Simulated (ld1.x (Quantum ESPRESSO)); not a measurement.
# Transferability test, TM potential for tungsten

ld1.x (Quantum ESPRESSO) 7.5 input, shortened:

```
&input
   title='W', zed=74., rel=1, dft='PBE', iswitch=3,
   config='[Xe] 4f14 5d4 6s2 6p0'
 /
 &inputp
   pseudotype=2, tm=.true., lloc=0,
   nlcc=.true., rcore=1.95
 /
3
6P  2  1   0.00   0.00  3.10  3.10  0.0
5D  3  2   4.00   0.00  2.25  2.25  0.0
6S  1  0   2.00   0.00  2.05  2.05  0.0
 &test
   configts(1)='5d4 6s2 6p0'
 /
```

Energies are relative to the spin-unpolarised reference configuration 5d4 6s2 6p0; without spin polarisation the order of configurations can differ from experiment.

| valence configuration | charge | ΔE all-electron (eV) | error AE − PS (meV) |
| --- | --- | --- | --- |
| 5d4 6s0 6p0 | +2 | 24.563 | -29 |
| 5d3 6s0 6p0 | +3 | 49.945 | -196 |
| 5d5 6s1 6p0 | 0 | 1.539 | -35 |
| 5d4 6s1.5 6p0 | +0.5 | 3.633 | -1.7 |
| 5d4 6s0 6p1 | +1 | 14.336 | -7.2 |

Task: What are ΔE and the potential's error for 5d5 6s0 6p0?

Result: ΔE = 9.692 eV all-electron; the error (AE − PS) is -62 meV.

Task: What are ΔE and the potential's error for 5d4 6s1 6p0?

Result: ΔE = 8.883 eV all-electron; the error (AE − PS) is -5.3 meV.
